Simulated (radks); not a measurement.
Results of a calculation; reference values are marked as such.
The mean radii <r> (bohr) of the occupied orbitals of an atom or ion are listed with their occupations. Level of theory: Dirac Kohn-Sham, PBE, spin-unpolarised, spherical densities, finite nucleus; Fermi nuclear charge, rms radius of each element as measured or else 0.836 A^(1/3) + 0.57 fm (a radial shooting solver on a logarithmic mesh with Libxc functionals).

orbital  occ.      <r>
1s1/2       2  0.02781
2s1/2       2   0.1194
2p1/2       2   0.1008
2p3/2       4   0.1064
3s1/2       2   0.3218
3p1/2       2   0.3122
3p3/2       4   0.3236
3d3/2       4   0.2946
3d5/2       6   0.2982
4s1/2       2   0.7640
4p1/2       2   0.8003
4p3/2       4   0.8285
4d3/2       4   0.9532
4d5/2       6   0.9645
5s1/2       2    1.869

Name the element and its charge. Open shells, if any, fill j = l - 1/2 first.

Answer. Z = 52, tellurium, charge +4: Te4+ in [Kr] 4d10 5s2. The 1s radius gives Z: for a bare nucleus <r> = (2 gamma + 1)/(2Z) with gamma = sqrt(1 - (Z/c)^2), 0.02741 bohr for Z = 52, and screening makes it slightly larger (0.02781 here). The occupations add up to 48, and the charge is Z minus that.
